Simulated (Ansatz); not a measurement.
C4H9Br (`CCCCBr`), relaxed with RKS PBE-D4/def2-SVP in Ansatz 0.2.0 from a rough embedded geometry. The force threshold is 0.03 eV/Å; the program also tests the step.

Total charge 0; spin multiplicity 1.

Start:

```xyz
14

C     0.446   -1.558   -1.013
C     0.382   -0.659    0.177
C    -0.439    0.552   -0.164
C    -0.622    1.603    0.992
Br    0.998    2.513    1.407
H    -0.481   -1.951   -1.328
H     0.980   -1.094   -1.865
H     1.103   -2.447   -0.733
H     1.402   -0.367    0.443
H    -0.082   -1.182    0.994
H     0.013    1.098   -1.045
H    -1.429    0.271   -0.534
H    -0.897    0.957    1.924
H    -1.376    2.263    0.746
```

```
step  energy (eV)  largest force (eV/Å)  largest move (Å)
   1  -74313.1135                 4.691             0.000
   2  -74313.5285                 1.480             0.091
   3  -74313.5630                 0.790             0.101
   4  -74313.5853                 0.341             0.080
   5  -74313.5881                 0.029             0.018
```

End:

```xyz
14

C     0.519   -1.614   -1.032
C     0.393   -0.652    0.148
C    -0.470    0.573   -0.165
C    -0.637    1.558    0.981
Br    1.059    2.430    1.498
H    -0.473   -1.994   -1.355
H     0.982   -1.115   -1.909
H     1.147   -2.492   -0.779
H     1.400   -0.305    0.465
H    -0.036   -1.183    1.027
H    -0.067    1.103   -1.056
H    -1.496    0.239   -0.449
H    -1.003    1.065    1.903
H    -1.318    2.389    0.722
```

Hardware: 2 threads of an AMD EPYC 7R13 on a shared host. Wall time 13 s, peak host memory 0.22 GiB.
